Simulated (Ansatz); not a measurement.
Mulliken charges of `C#[C][GeH]([NH2])[SH]` from PBE/def2-TZVPP in Ansatz (PBE0-D4/def2-TZVP geometry).

| atom | x (Å) | y (Å) | z (Å) | charge (e) |
| --- | --- | --- | --- | --- |
| C1 | -0.798 | 2.029 | 1.165 | -0.172 |
| C2 | -0.489 | 1.118 | 0.438 | -0.191 |
| Ge3 | 0.007 | -0.336 | -0.696 | 0.420 |
| N4 | -0.205 | -1.996 | 0.031 | -0.373 |
| S5 | 2.185 | -0.146 | -1.059 | -0.310 |
| H6 | -1.072 | 2.835 | 1.808 | 0.202 |
| H7 | -0.840 | -0.280 | -1.973 | 0.008 |
| H8 | -1.164 | -2.307 | 0.100 | 0.140 |
| H9 | 0.257 | -2.124 | 0.921 | 0.148 |
| H10 | 2.202 | 1.156 | -0.731 | 0.127 |

Q: By hand: the dipole of these point charges (1 e Å = 4.8032 D).

A: Σ q r = (-0.436, 0.166, 0.147) e Å, of length 0.489 e Å = 2.35 D.

Q: How does the dipole of the full density compare? (An estimate is asked.)

A: Computed: (-0.307, 0.126, 0.283) e Å, 2.09 D; the point charges give 1.12 times that, at 23° from its direction.

Point charges leave out the atoms' own dipoles, such as those of lone pairs, and Mulliken's split depends on the basis, so the two needn't agree.
